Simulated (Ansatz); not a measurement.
Basis-set series for H₄OPSb (`O[PH][SbH2]`). Total charge 0; spin multiplicity 1. Sb takes the def2 core potential. The structure was optimised at the PBE0-D4/def2-TZVP level. It is one conformer, not always the lowest.

```tsv
functional	basis	functions	energy (Eh)	HOMO (eV)	LUMO (eV)
PBE0-D4	def2-TZVPP	179	-659.08278	-6.83	-0.84
PBE0-D4	def2-QZVPP	329	-659.10037	-6.86	-0.91
ωB97M-V	def2-TZVPP	179	-659.19035	-8.79	0.83
ωB97M-V	def2-QZVPP	329	-659.20741	-8.81	0.65
```

Question: Give the rows for def2-SVP. (Estimate.)

Answer: Ansatz gave: 
| functional | basis | functions | energy (Eh) | HOMO (eV) | LUMO (eV) |
| --- | --- | --- | --- | --- | --- |
| PBE0-D4 | def2-SVP | 78 | -658.84985 | -6.77 | -0.64 |
| ωB97M-V | def2-SVP | 78 | -658.95337 | -8.70 | 1.21 |

Positive LUMOs are unbound and depend on the basis.
